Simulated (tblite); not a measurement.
Compound: C6H10GeO.
Numbering: `[CH2:1]=[CH:2][CH2:3][C:4](=[C:5]=[O:6])[GeH2:7][CH3:8]` (hydrogens: H9, H10 on C1; H11 on C2; H12, H13 on C3; H14, H15 on Ge7; H16, H17, H18 on C8)

Computed with GFN2-xTB (tblite), gas phase: L-BFGS steps from a force-field or distance-geometry start until the largest atomic force falls under 0.01 eV/Å.

Step 30: E = -649.1089 eV
```
atom  x, y, z in Å  |  force x, y, z in eV/Å
C1      2.9382   -0.7902   -0.7541   -0.007   0.004  -0.004
C2      2.5791    0.4371   -0.4346    0.018  -0.013  -0.006
C3      1.2192    0.9194   -0.0481    0.007  -0.009  -0.007
C4      0.0990   -0.0835   -0.0720   -0.026   0.058   0.001
C5      0.0682   -1.3449   -0.3228    0.040  -0.009  -0.011
O6     -0.1630   -2.4749   -0.5276   -0.001  -0.017   0.003
Ge7    -1.6987    0.6028    0.3688   -0.023   0.027  -0.024
C8     -3.1062   -0.2492   -0.7039    0.002  -0.007   0.005
H9      2.2413   -1.6095   -0.7663   -0.003  -0.006   0.003
H10     3.9529   -1.0302   -1.0212    0.002  -0.001   0.004
H11     3.3194    1.2283   -0.4377    0.019   0.010   0.007
H12     1.2826    1.3566    0.9573    0.000  -0.026   0.007
H13     0.9503    1.7482   -0.7163   -0.001   0.000  -0.001
H14    -1.5995    2.0860    0.1001   -0.009   0.013   0.008
H15    -1.9693    0.4646    1.8483    0.005  -0.007   0.013
H16    -4.0934    0.0739   -0.3851   -0.003   0.000  -0.011
H17    -2.9801    0.0015   -1.7541   -0.012   0.005  -0.002
H18    -3.0490   -1.3297   -0.6070   -0.008  -0.021   0.016
```

Step 31: E = -649.1091 eV
```
atom  x, y, z in Å  |  force x, y, z in eV/Å
C1      2.9382   -0.7913   -0.7544   -0.008   0.013   0.001
C2      2.5803    0.4364   -0.4344    0.009  -0.007  -0.008
C3      1.2203    0.9200   -0.0476    0.004  -0.013  -0.009
C4      0.0988   -0.0821   -0.0733   -0.025   0.056   0.001
C5      0.0692   -1.3440   -0.3225    0.037  -0.007  -0.011
O6     -0.1604   -2.4744   -0.5273   -0.003  -0.008   0.005
Ge7    -1.6999    0.6038    0.3681   -0.003   0.030  -0.044
C8     -3.1071   -0.2490   -0.7039    0.000  -0.011   0.003
H9      2.2393   -1.6094   -0.7669    0.016   0.001   0.002
H10     3.9537   -1.0310   -1.0203   -0.015  -0.007   0.003
H11     3.3210    1.2275   -0.4385    0.014   0.002   0.012
H12     1.2832    1.3560    0.9587    0.003  -0.029  -0.001
H13     0.9523    1.7499   -0.7151    0.001  -0.005   0.003
H14    -1.6030    2.0876    0.0994   -0.007   0.005   0.013
H15    -1.9683    0.4616    1.8465    0.000  -0.003   0.026
H16    -4.0941    0.0744   -0.3850   -0.006   0.000  -0.008
H17    -2.9828   -0.0005   -1.7549   -0.007   0.007  -0.001
H18    -3.0494   -1.3293   -0.6050   -0.010  -0.024   0.014
```

Step 32: E = -649.1094 eV
```
atom  x, y, z in Å  |  force x, y, z in eV/Å
C1      2.9381   -0.7923   -0.7548   -0.006   0.017   0.006
C2      2.5817    0.4357   -0.4342   -0.005   0.005  -0.008
C3      1.2216    0.9205   -0.0473    0.000  -0.012  -0.009
C4      0.0981   -0.0801   -0.0748   -0.013   0.030  -0.007
C5      0.0709   -1.3428   -0.3225    0.022   0.003  -0.009
O6     -0.1575   -2.4738   -0.5267    0.001   0.011   0.009
Ge7    -1.7014    0.6054    0.3667    0.014   0.022  -0.045
C8     -3.1082   -0.2490   -0.7039   -0.006  -0.014  -0.001
H9      2.2374   -1.6091   -0.7676    0.031   0.005   0.001
H10     3.9543   -1.0320   -1.0193   -0.028  -0.013   0.000
H11     3.3230    1.2267   -0.4391    0.006  -0.008   0.016
H12     1.2840    1.3546    0.9601    0.008  -0.030  -0.009
H13     0.9544    1.7516   -0.7137    0.005  -0.007   0.006
H14    -1.6069    2.0896    0.0990   -0.005   0.003   0.015
H15    -1.9671    0.4584    1.8451   -0.003   0.003   0.025
H16    -4.0950    0.0747   -0.3853   -0.009  -0.001  -0.004
H17    -2.9860   -0.0026   -1.7556    0.000   0.005   0.001
H18    -3.0501   -1.3292   -0.6024   -0.011  -0.021   0.011
```

**Question.** Estimate the geometry and energy of step 33. (The exact step hangs on the optimiser's Hessian estimate; all steps are aligned on step 32, rigid shifts and turns removed.)

**Answer.** E = -649.1096 eV, largest force 0.036 eV/Å
```
atom  x, y, z in Å  |  force x, y, z in eV/Å
C1      2.9381   -0.7929   -0.7552   -0.001   0.015   0.009
C2      2.5830    0.4353   -0.4342   -0.015   0.016  -0.006
C3      1.2229    0.9207   -0.0471   -0.005  -0.005  -0.007
C4      0.0973   -0.0779   -0.0763    0.002  -0.003  -0.017
C5      0.0729   -1.3415   -0.3225    0.002   0.014  -0.004
O6     -0.1550   -2.4729   -0.5261    0.006   0.028   0.011
Ge7    -1.7026    0.6071    0.3647    0.019   0.006  -0.027
C8     -3.1093   -0.2494   -0.7040   -0.012  -0.015  -0.005
H9      2.2360   -1.6086   -0.7680    0.036   0.005   0.000
H10     3.9545   -1.0333   -1.0185   -0.031  -0.017  -0.003
H11     3.3251    1.2260   -0.4393   -0.002  -0.014   0.018
H12     1.2848    1.3527    0.9612    0.011  -0.027  -0.012
H13     0.9565    1.7529   -0.7124    0.007  -0.004   0.008
H14    -1.6105    2.0914    0.0990   -0.003   0.006   0.015
H15    -1.9662    0.4557    1.8442   -0.002   0.010   0.010
H16    -4.0962    0.0749   -0.3858   -0.008  -0.003   0.001
H17    -2.9889   -0.0043   -1.7563    0.005   0.000   0.003
H18    -3.0511   -1.3295   -0.5999   -0.011  -0.012   0.006
```

The energy changes by -0.0002 eV. The first-order estimate −F·Δx gives -0.0003 eV and the mean of the old and new forces, exact on a quadratic surface, -0.0002 eV. The step makes an angle of 71° with the force vector and moves no atom by more than 0.004 Å.

What follows is the cost of the whole relaxation. The run took 3.1 s on Arm Neoverse N1, one thread, shared host with 64 logical CPUs at a one-minute load of 60.
